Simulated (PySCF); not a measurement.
**Orbital picture of Zn2**

MN15 at R = 3.350 Å; Zn def2-TZVPP; no relativity (PySCF 2.14). State: ¹Σg⁺ (singlet), closed shell. Only the outer orbitals are listed.

| orbital | occ. | ε (eV) | main shells (%) |
| --- | --- | --- | --- |
| σg | 2 | -8.26 | 97 s |
| σu | 2 | -6.67 | 97 s |
| σg | 0 | -0.93 | 97 p |
| πu | 0 | -0.88 | 99 p |
| πu | 0 | -0.88 | 99 p |

Which are the highest filled and the lowest empty level, where do they sit, and how wide is the gap?

Highest filled σu at -6.67 eV (in %: 97 s); lowest empty σg at -0.93 eV (in %: 97 p); the gap at MN15 is 5.74 eV.

- bond order (Mayer): 0.19
- ⟨S²⟩: 0.000

Closed-shell solutions of metal pairs were not tested for spin polarisation, which can lower them a little.
